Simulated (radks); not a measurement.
Question: All-electron atom: Ne4+ in [He] 2s2 2p2. All-electron calculation, non-relativistic Kohn-Sham, PBE, spin-unpolarised, spherical densities, point nucleus. Program: a radial shooting solver on a logarithmic mesh with Libxc functionals. Some entries of the table are withheld. Estimate them.

orbital,occ.,eigenvalue (hartree),<r^2> (bohr^2),<r> (bohr)
1s,2,-34.95893,(1),0.1578
2s,2,(2),0.6910,0.7650
2p,2,-4.01176,0.6169,(3)

Answer: 
(1) 1s <r^2> (bohr^2): 0.03356
(2) 2s eigenvalue (hartree): -4.80619
(3) 2p <r> (bohr): 0.7077
